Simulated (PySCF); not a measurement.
Compound: C4H3ClO3 (charge +1 and doublet state).
Structure used (GFN2-xTB), in Å, numbered top down from 1:
```
atom  x, y, z in Å
C1    -1.5939   -0.5236    0.0480
C2    -0.2020   -0.1253    0.0087
O3     0.7920   -0.9980    0.0744
C4     2.0093   -0.3437    0.0147
O5     3.0680   -0.8284    0.0482
O6     1.7125    1.0074   -0.0929
C7     0.3886    1.1608   -0.0986
Cl8   -0.3015    2.6586   -0.2157
H9    -1.8006   -1.0930    0.9630
H10   -2.2601    0.3309   -0.0233
H11   -1.8070   -1.2430   -0.7526
```

Identity: `Cl[C+]1OC(=O)O[C]1C` [radical] (charge +1).

Theory: PySCF 2.14.0, UKS B3LYP, pcH-1 on C Cl H O, non-relativistic, mean-field spin-orbit, GIAO. Geometry: GFN2-xTB; no solvent, vibrations or thermal averaging. The geometry wasn't refined by DFT: couplings that depend on bond lengths, twists or pyramidal angles can differ widely from those at the functional's own minimum, by a factor of two or more for some ions and for spin on atoms past the first row.

How many α and β electrons are there, and what is ⟨S²⟩ of the pure spin state?

Nα = 34, Nβ = 33 (67 in all), and S(S+1) = 0.75 for S = 1/2.

Mulliken spin populations, one withheld:

```
atom          bound to  population
  C1  C2, H9, H10, H11     -0.0221
  C2        C1, O3, C7           ?
  O3            C2, C4     +0.0767
  C4        O3, O5, O6     -0.0393
  O5                C4     +0.1311
  O6            C4, C7     +0.0721
  C7       O6, Cl8, C2     +0.2852
 Cl8                C7     +0.1202
  H9                C1     +0.0289
 H10                C1     -0.0003
 H11                C1     +0.0285
```

Complete the table.

The populations add up to Nα − Nβ = 1, and the others sum to 0.6810, so C2 holds +0.319.

How is the spin shared among the elements?

Carbon +0.54, oxygen +0.28, chlorine +0.12, hydrogen +0.06. The positive populations sum to 1.06, the negative ones to -0.06.

The run gives ⟨S²⟩ = 0.7533. What does that say of the overlap of α and β orbitals, and of the weight of higher spin?

Σ|⟨iα|jβ⟩|² over occupied orbitals = Nβ − [⟨S²⟩ − S(S+1)] = 33 − 0.0033 = 32.9967. If the quartet state (S + 1) were the only admixture, its weight would be 0.0033/(2S + 2) = 0.11 %.

What Fermi-contact NMR shifts do the couplings of C1, C2, C4, C7, H9/H10/H11 imply at 250 K (Curie law, g = gₑ)?

δ = a_FC·h·gₑ μB S(S+1)/(3 g_N μN kT), with k/h = 20836.6 MHz/K:

| nuclei | isotope | a_FC (MHz) | g_N | contact shift (ppm) |
| --- | --- | --- | --- | --- |
| C1 | 13C | -14.08 | 1.4048 | -1769 |
| C2 | 13C | 19.64 | 1.4048 | +2467 |
| C4 | 13C | -13.65 | 1.4048 | -1714 |
| C7 | 13C | 17.91 | 1.4048 | +2250 |
| H9/H10/H11 | 1H | 47.72 | 5.5857 | +1507 |

The shifts go as 1/T: at 300 K they are 0.833 times these. Entries for several nuclei are means.

Nuclei that the bonding pattern makes equivalent are averaged, as if the motion that swaps them (rotation, inversion, ring flip) were fast. The three 1H nuclei of mean +47.7 MHz run from -0.6 to 72.5 MHz in the frozen geometry.

C2, the radical centre as drawn in `C[C]1OC(=O)O[C+]1Cl`, holds a spin population of +0.32 out of 1.
